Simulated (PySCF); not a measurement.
Isomers of H4B2N2. All species are isolated molecules in the gas phase. One relaxed conformer stands for each flexible species; it need not be the lowest. Strings in code marks are SMILES.

These are PBE0-D4/def2-TZVP in PySCF 2.14.0 values and carry that method's errors. All candidates: neutral, multiplicity 1. 

```json
{
  "HOMO–LUMO gap": "7.49 eV",
  "LUMO": "-0.29 eV",
  "HOMO": "-7.78 eV"
}
```

Task: Identify which member has these values.
A. `BNB=N`
B. `N=BBN`
C. `B=NBN`

Result: C, `B=NBN`. The others give `BNB=N`: 7.14 eV, -0.64 eV, -7.78 eV; `N=BBN`: 7.16 eV, -0.88 eV, -8.03 eV
